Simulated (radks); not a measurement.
Values are calculated unless marked as measured or tabulated.
Ionisation of the molybdenum ion Mo+, [Kr] 4d5, to [Kr] 4d4 as the strength of local exchange is varied. Level of theory: scalar-relativistic Kohn-Sham, Slater X-alpha exchange (alpha = 2/3 is LDA exchange), no correlation, spin-polarised, spherical densities, finite nucleus; open shells are filled with parallel spins first (spin-orbit coupling, left out, can overturn this in heavy ions); Fermi nuclear charge, rms radius 4.4091 fm (a radial shooting solver on a logarithmic mesh with Libxc functionals).

\begin{tabular}{lrrrrr}
alpha & E(Mo+) (hartree) & exchange (hartree) & IE (eV) & -e of the level emptied (eV) & <r> of it (bohr) \\ \hline
0.667 & -4040.48252 & -115.40322 & 15.717 & 10.729 (4d) & 1.903 \\
0.803 & -4064.11946 & -139.74604 & 17.840 & 12.589 (4d) & 1.815 \\
0.837 & -4070.05023 & -145.87445 & 18.397 & 13.084 (4d) & 1.795 \\
0.847 & -4071.79621 & -147.68017 & 18.563 & 13.231 (4d) & 1.789 \\
0.987 & -4096.31801 & -173.11470 & 20.984 & 15.405 (4d) & 1.712 \\
\end{tabular}

NIST Atomic Spectra Database: 16.2 +/- 0.12 eV (semi-empirical). The Delta-SCF value meets it near alpha = 0.70. Open shells are spherical and high-spin; term and fine-structure splittings are not resolved.
